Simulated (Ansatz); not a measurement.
C3H10OSi can be A, `CCO[SiH2]C`, or B, `CCCO[SiH3]`.

Calculated with Ansatz (gas phase, PBE0-D4/def2-TZVP geometries, no zero-point term in ΔE). CCSD(T)/CBS adds triple-zeta CCSD(T) − MP2 to the extrapolated MP2 energy (def2 sets, frozen cores). DFT in def2-TZVPP. B3LYP here is the variant with VWN-RPA as its local correlation; programs differ in this. Each species was taken in one conformer, which may not be the lowest.

(1) Which is lower in electronic energy at CCSD(T)/CBS, and by how much? (Estimate.)

(2) Give E(B) − E(A) in kcal/mol with ωB97M-V, PBE-D4, CCSD(T)/def2-TZVPP, CCSD/def2-TZVPP, B2PLYP, B3LYP-D4, B3LYP. (Estimate.)

Largest T1 diagnostic: 0.010.

Results:

(1) The calculation gave: A, by 11.4 kcal/mol.

(2) The calculation gave: ωB97M-V 11.9, PBE-D4 12.0, CCSD(T)/def2-TZVPP 11.0, CCSD/def2-TZVPP 10.8, B2PLYP 11.4, B3LYP-D4 11.7, B3LYP 11.4. None reverses the order clearly.

In def2-TZVPP, CCSD(T) changes the Hartree–Fock value by +1.0 kcal/mol (the triples alone add +0.1 kcal/mol) and MP2 by +1.4 kcal/mol.
